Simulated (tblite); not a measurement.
A geometry optimisation, step by step.

Compound: C6H13BOS.
Numbering: `[CH3:1][CH2:2][S:3][BH:4][C@@H:5]1[CH2:6][C@@H:7]1[O:8][CH3:9]` (hydrogens: H10, H11, H12 on C1; H13, H14 on C2; H15 on B4; H16 on C5; H17, H18 on C6; H19 on C7; H20, H21, H22 on C9)

Computed with GFN2-xTB (tblite), gas phase: L-BFGS steps from a force-field or distance-geometry start until the largest atomic force falls under 0.01 eV/Å. 6 of its 215 geometries are shown.

Step 0: E = -760.9249 eV, largest atomic force 2.474 eV/Å
```
atom  x, y, z in Å  |  force x, y, z in eV/Å
C1     -4.022   -0.445    0.328   -1.863  -0.400   0.873
C2     -3.389    0.599   -0.539   -0.696  -0.297  -0.533
S3     -1.796    1.190    0.050    1.864   0.052   0.051
B4     -0.422   -0.073    0.019   -1.243  -0.375   2.106
C5      0.906    0.405    0.788   -1.435   0.057  -0.867
C6      1.631    1.469   -0.016    0.171   0.898   0.378
C7      2.253    0.115    0.226    0.492   1.528   1.071
O8      2.468   -0.722   -0.847    0.660  -0.501   0.024
C9      3.760   -1.262   -0.693    0.288  -0.711  -1.914
H10    -4.932   -0.801   -0.213    0.519   0.094   0.356
H11    -4.427    0.026    1.276    0.777  -0.676  -0.811
H12    -3.425   -1.340    0.546    0.046   0.598   0.004
H13    -3.261    0.187   -1.541    0.101   0.161  -0.116
H14    -4.103    1.455   -0.585    0.852  -0.319  -0.047
H15    -0.692   -1.236    0.172   -0.045   0.596  -0.872
H16     0.769    0.530    1.884    0.346  -0.007  -0.864
H17     1.253    1.721   -1.029    0.331  -0.248   0.986
H18     1.985    2.327    0.582    0.030  -0.439  -0.710
H19     3.128    0.154    0.924   -0.873  -0.155  -0.333
H20     4.539   -0.480   -0.658   -0.274  -0.212   0.325
H21     3.786   -1.950    0.149    0.245   0.059   0.242
H22     3.980   -1.848   -1.624   -0.291   0.296   0.648
```

Step 43: E = -761.9726 eV, largest atomic force 0.259 eV/Å
```
atom  x, y, z in Å  |  force x, y, z in eV/Å
C1     -3.895   -0.549    0.379    0.023   0.013  -0.083
C2     -3.262    0.394   -0.629    0.025   0.051   0.026
S3     -1.909    1.336    0.189   -0.096   0.046   0.015
B4     -0.532    0.249    0.097    0.021   0.005  -0.078
C5      0.765    0.658    0.859    0.072  -0.047  -0.060
C6      1.810    1.487    0.126   -0.017  -0.006   0.039
C7      2.090    0.057    0.490    0.185   0.153  -0.097
O8      2.155   -0.899   -0.533    0.060   0.048   0.116
C9      3.479   -1.285   -0.832   -0.030  -0.001   0.055
H10    -4.822   -0.954   -0.019   -0.020  -0.032   0.018
H11    -4.106   -0.006    1.300   -0.051  -0.086  -0.048
H12    -3.217   -1.371    0.602   -0.026   0.031   0.044
H13    -2.859   -0.135   -1.491    0.032  -0.001   0.048
H14    -3.971    1.145   -0.971   -0.054   0.015   0.023
H15    -0.581   -0.708   -0.570   -0.079  -0.042   0.006
H16     0.647    0.933    1.905    0.069  -0.078  -0.065
H17     1.596    1.717   -0.911    0.145  -0.043   0.112
H18     2.310    2.272    0.676   -0.034  -0.019  -0.099
H19     2.819   -0.122    1.279   -0.058  -0.022   0.052
H20     4.139   -0.426   -1.016   -0.146   0.001  -0.021
H21     3.903   -1.873   -0.006    0.015   0.008  -0.028
H22     3.433   -1.902   -1.727   -0.035   0.007   0.025
```

Step 86: E = -762.0865 eV, largest atomic force 0.077 eV/Å
```
atom  x, y, z in Å  |  force x, y, z in eV/Å
C1     -3.954   -0.668    0.289   -0.045  -0.038   0.021
C2     -3.272    0.441   -0.490   -0.001  -0.022  -0.003
S3     -1.979    1.244    0.545   -0.070   0.016   0.029
B4     -0.496    0.431    0.051    0.063  -0.013   0.014
C5      0.814    0.776    0.817    0.043   0.001   0.003
C6      1.996    1.366    0.059    0.002   0.005   0.009
C7      2.095   -0.005    0.641   -0.002   0.039   0.021
O8      2.113   -1.100   -0.217    0.023   0.020   0.027
C9      3.375   -1.274   -0.820   -0.010  -0.029  -0.028
H10    -4.654   -1.207   -0.347    0.003   0.028  -0.036
H11    -4.504   -0.255    1.131    0.026   0.007   0.028
H12    -3.219   -1.373    0.670    0.004  -0.005  -0.024
H13    -2.788    0.054   -1.384    0.002   0.008  -0.021
H14    -3.982    1.219   -0.767    0.029   0.002   0.022
H15    -0.527   -0.308   -0.853    0.028  -0.016  -0.007
H16     0.697    1.193    1.814   -0.006  -0.010  -0.011
H17     1.894    1.436   -1.014    0.007   0.018  -0.005
H18     2.544    2.178    0.511   -0.008   0.014   0.000
H19     2.733   -0.142    1.518   -0.063   0.031  -0.027
H20     3.688   -0.372   -1.358   -0.009  -0.003  -0.015
H21     4.144   -1.519   -0.076   -0.032  -0.009   0.009
H22     3.271   -2.097   -1.522    0.015  -0.044  -0.008
```

Step 128: E = -762.1157 eV, largest atomic force 0.023 eV/Å
```
atom  x, y, z in Å  |  force x, y, z in eV/Å
C1     -3.985   -0.779    0.176   -0.003  -0.003  -0.001
C2     -3.249    0.423   -0.385   -0.006  -0.002  -0.010
S3     -1.977    1.036    0.799   -0.015   0.004  -0.006
B4     -0.447    0.528    0.085    0.009   0.009   0.002
C5      0.870    0.908    0.817    0.004  -0.013   0.007
C6      2.050    1.419    0.001    0.006  -0.004  -0.008
C7      2.126    0.081    0.652    0.006  -0.005  -0.001
O8      2.068   -1.077   -0.117   -0.013  -0.005   0.001
C9      3.283   -1.361   -0.774   -0.010  -0.007   0.010
H10    -4.760   -1.096   -0.519   -0.003  -0.013  -0.012
H11    -4.451   -0.528    1.125    0.010   0.004   0.005
H12    -3.298   -1.608    0.336    0.009   0.005   0.000
H13    -2.749    0.179   -1.320    0.001   0.009   0.011
H14    -3.934    1.255   -0.548    0.004  -0.001   0.023
H15    -0.452   -0.034   -0.939    0.001  -0.002  -0.010
H16     0.778    1.361    1.799   -0.005   0.006  -0.004
H17     1.919    1.442   -1.070    0.011   0.012  -0.009
H18     2.638    2.232    0.399   -0.014   0.008  -0.001
H19     2.774   -0.018    1.525    0.000  -0.001  -0.005
H20     3.533   -0.586   -1.508    0.003  -0.014   0.015
H21     4.108   -1.447   -0.057    0.009  -0.003   0.002
H22     3.143   -2.314   -1.280   -0.001   0.015  -0.008
```

Step 171: E = -762.1344 eV, largest atomic force 0.065 eV/Å
```
atom  x, y, z in Å  |  force x, y, z in eV/Å
C1     -3.651   -0.946    0.050   -0.001   0.018   0.006
C2     -3.328    0.513   -0.211   -0.002   0.018  -0.024
S3     -1.980    1.085    0.903    0.031   0.032   0.000
B4     -0.503    0.760   -0.007    0.021   0.040   0.017
C5      0.849    1.081    0.688    0.020   0.005   0.046
C6      2.083    1.455   -0.120   -0.012  -0.016  -0.003
C7      2.035    0.145    0.590    0.010   0.028  -0.002
O8      1.889   -1.036   -0.131   -0.015   0.002   0.000
C9      3.119   -1.540   -0.599   -0.014  -0.012  -0.027
H10    -4.470   -1.266   -0.592    0.005  -0.020  -0.005
H11    -3.945   -1.081    1.088   -0.009  -0.015  -0.015
H12    -2.782   -1.571   -0.145   -0.010   0.007  -0.023
H13    -3.011    0.679   -1.239    0.014  -0.019   0.017
H14    -4.184    1.150    0.007    0.006  -0.019   0.019
H15    -0.574    0.375   -1.107   -0.014  -0.063  -0.004
H16     0.785    1.568    1.655   -0.003   0.026   0.024
H17     1.978    1.435   -1.194    0.004   0.013  -0.003
H18     2.725    2.239    0.256   -0.009  -0.028  -0.007
H19     2.656    0.026    1.481   -0.039   0.006  -0.014
H20     3.630   -0.815   -1.242   -0.004  -0.008  -0.014
H21     3.783   -1.798    0.235    0.001  -0.001   0.009
H22     2.885   -2.437   -1.169    0.020   0.005   0.004
```

Step 214: E = -762.1497 eV, largest atomic force 0.009 eV/Å
```
atom  x, y, z in Å  |  force x, y, z in eV/Å
C1     -3.433   -0.962   -0.071   -0.001   0.000   0.000
C2     -3.321    0.548   -0.157   -0.004  -0.003  -0.003
S3     -1.999    1.192    0.950    0.001   0.004   0.007
B4     -0.522    0.794    0.071    0.004   0.002  -0.005
C5      0.846    1.144    0.719    0.000  -0.003   0.003
C6      2.056    1.438   -0.155   -0.004   0.004   0.000
C7      2.000    0.170    0.625   -0.001   0.000   0.006
O8      1.787   -1.045   -0.021   -0.005  -0.002  -0.004
C9      2.967   -1.587   -0.570    0.001   0.000  -0.002
H10    -4.231   -1.314   -0.723    0.000   0.003  -0.002
H11    -3.654   -1.268    0.948    0.004   0.007  -0.002
H12    -2.499   -1.429   -0.378    0.002  -0.007   0.002
H13    -3.090    0.874   -1.170   -0.009   0.001   0.001
H14    -4.240    1.029    0.176    0.007  -0.004   0.000
H15    -0.601    0.300   -0.985    0.000   0.000   0.000
H16     0.823    1.690    1.657    0.002  -0.001  -0.005
H17     1.909    1.373   -1.222    0.000  -0.003   0.000
H18     2.737    2.215    0.157    0.000  -0.001   0.000
H19     2.652    0.081    1.496    0.001   0.000   0.004
H20     3.398   -0.922   -1.326    0.004  -0.003   0.004
H21     3.717   -1.769    0.210    0.000   0.006  -0.003
H22     2.687   -2.532   -1.031   -0.001   0.001  -0.001
```

**Question.** Summarise the path.

**Answer.** The energy falls by 1.2248 eV from step 0 to step 214; nine tenths of that is first reached at step 54. It falls at every step. The largest force goes from 2.474 to 0.009 eV/Å. Among the bonds S3–B4 changes most, from 1.867 to 1.764 Å; the atoms move by 1.034 Å rms after alignment.

What follows is the cost of the whole relaxation. The run took 5.4 s wall on Intel Xeon at 2.50 GHz, one thread, on a shared host.
